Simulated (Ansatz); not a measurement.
Z-matrix (Å, degrees):
```
C
Si 1 1.865
H 1 1.092 2 111.1
H 1 1.093 2 110.8 3 120.5
H 1 1.093 2 109.8 3 -120.0
C 2 1.888 1 111.0 3 175.4
H 2 1.501 1 108.9 3 57.6
H 2 1.488 1 112.1 3 -59.9
Si 6 1.878 2 104.3 1 -96.1
H 6 1.093 2 110.2 1 145.3
H 6 1.095 2 108.7 1 24.9
F 9 1.626 6 98.6 2 73.6
```

Charge 0, multiplicity 1. The bonds changed during the relaxation, so this is another structure than the one it started from.

Q: List the PBE/def2-TZVPP orbital energies in eV (Ansatz 0.2.0). (An estimate is asked.)

A: Computed: Occupied: -1780.62, -1779.60, -659.75, -268.69, -268.61, -138.12, -137.33, -95.01, -94.88, -94.72, -94.07, -94.06, -94.05, -29.33, -17.78, -17.06, -12.71, -12.48, -10.83, -10.60, -10.26, -9.95, -9.91, -9.31, -8.08, -7.90, -7.88, -5.47. Lowest empty: -2.73, -0.57, 0.12, 0.17, 0.87, 1.15, 1.31, 1.93.
